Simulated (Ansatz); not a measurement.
Ansatz (a first-principles code) input (PBE/LANL2DZ): The .json file is the Basis Set Exchange's LANL2DZ.

Ansatz 0.2 input:
```yaml
crystal:
  periodic: [false, false, false]
  atoms:
    - {symbol: C, position_ang: [1.97518500, 0.44431700, -0.48896200]}
    - {symbol: C, position_ang: [1.04352900, -0.45606700, 0.22657700]}
    - {symbol: B, position_ang: [-0.52149700, -0.10149400, 0.11799600]}
    - {symbol: N, position_ang: [-1.44833000, -0.93857800, 0.78867000]}
    - {symbol: N, position_ang: [-0.94471800, 1.01827100, -0.63006900]}
    - {symbol: H, position_ang: [2.22845000, 0.27816800, -1.52737300]}
    - {symbol: H, position_ang: [2.36373600, 1.33740500, -0.01835800]}
    - {symbol: H, position_ang: [1.28651300, -0.48081300, 1.29624800]}
    - {symbol: H, position_ang: [1.15818600, -1.48556300, -0.13514400]}
    - {symbol: H, position_ang: [-2.44392500, -0.79993300, 0.78060700]}
    - {symbol: H, position_ang: [-1.16144900, -1.73806800, 1.32414400]}
    - {symbol: H, position_ang: [-1.90252800, 1.30129100, -0.74286200]}
    - {symbol: H, position_ang: [-0.28243800, 1.60763600, -1.10314100]}
basis:
  gaussian:
    orbitals: LANL2DZ.json
hamiltonian:
  xc: {name: PBE}
magnetization: {spin_polarized: true, initial_magnetization: 1}
output: {forces: true}
```

Output:

```
Functional definition: PBE
integrals: 0.02 GiB planned
782 factors; integrals over basis functions are off by at most 6.6e-4 eV
mean field: 0.18 GiB planned
mean field evaluation 1: about -5834.9823 eV, gradient 6.2e1 eV
mean field evaluation 2: about -5807.9797 eV, gradient 9.5e1 eV
mean field evaluation 4: about -5853.1968 eV, gradient 5.3e0 eV
mean field evaluation 8: about -5853.2527 eV, gradient 6.7e-2 eV
mean field evaluation 16: about -5853.2527 eV, gradient 2.0e-5 eV
mean field -5853.25273590 eV, -215.1030705670 hartree, gradient 2.0e-5 eV, S^2 0.752690; 0 other end points of the search recorded, 0 dependent functions left out
the calculation of the forces begins
reference -5853.25277020 eV, -215.1030718275 hartree; 20, 19 occupied and 41, 42 virtual orbitals, 782 factors
Total energy: -5853.25277020 eV, -215.1030718275 hartree
Atom 0 at     1.975185     0.444317    -0.488962 Å, force    -0.018164     0.072432    -0.049215 eV/Å
Atom 1 at     1.043529    -0.456067     0.226577 Å, force    -0.163787    -0.055105     0.053364 eV/Å
Atom 2 at    -0.521497    -0.101494     0.117996 Å, force     0.325868    -0.037953    -0.002574 eV/Å
Atom 3 at    -1.448330    -0.938578     0.788670 Å, force    -0.051724    -0.072124     0.055264 eV/Å
Atom 4 at    -0.944718     1.018271    -0.630069 Å, force    -0.055096     0.058453    -0.036091 eV/Å
Atom 5 at     2.228450     0.278168    -1.527373 Å, force     0.149456    -0.093778    -0.501337 eV/Å
Atom 6 at     2.363736     1.337405    -0.018358 Å, force     0.215617     0.424239     0.236644 eV/Å
Atom 7 at     1.286513    -0.480813     1.296248 Å, force     0.069627     0.021988     0.448078 eV/Å
Atom 8 at     1.158186    -1.485563    -0.135144 Å, force     0.013503    -0.417442    -0.177945 eV/Å
Atom 9 at    -2.443925    -0.799933     0.780607 Å, force    -0.665250     0.153235    -0.047921 eV/Å
Atom 10 at    -1.161449    -1.738068     1.324144 Å, force     0.286072    -0.525758     0.343403 eV/Å
Atom 11 at    -1.902528     1.301291    -0.742862 Å, force    -0.667323     0.138841    -0.037631 eV/Å
Atom 12 at    -0.282438     1.607636    -1.103141 Å, force     0.561201     0.332972    -0.284039 eV/Å
Dipole moment:    -0.364833    -0.005307     0.036433 e Å
```

The geometry given is a B3LYP-D3(BJ)/def2-TZVP minimum.
